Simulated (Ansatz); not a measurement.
C2H6ClNSi, SMILES `N=CC([SiH3])Cl`. Charge 0, multiplicity 1.

```
atom    x (Å)    y (Å)    z (Å)
  N1   0.9833   0.0871  -2.0520
  C2   1.1083   0.0521  -0.7965
  C3   0.1684   0.6365   0.2083
 Si4  -1.0408  -0.6736   0.8724
 Cl5   1.0691   1.2909   1.6128
  H6   0.1602   0.6252  -2.3318
  H7   1.9593  -0.4902  -0.3754
  H8  -0.3896   1.4671  -0.2296
  H9  -1.8656  -1.1626  -0.2628
 H10  -0.2521  -1.7872   1.4510
 H11  -1.9004  -0.0454   1.9034
```

Question: Give the diagnostics of a CCSD(T)/def2-TZVPP run (frozen core, Ansatz). (Estimate.)

Answer: Computed: T1 = 0.0119, largest single amplitude 0.012, largest double 0.025, (T) share of the correlation energy 4.3 %, 9 CCSD cycles. The RHF solution is stable towards an unrestricted one. T1 lies under the customary mark of 0.02 for closed shells.
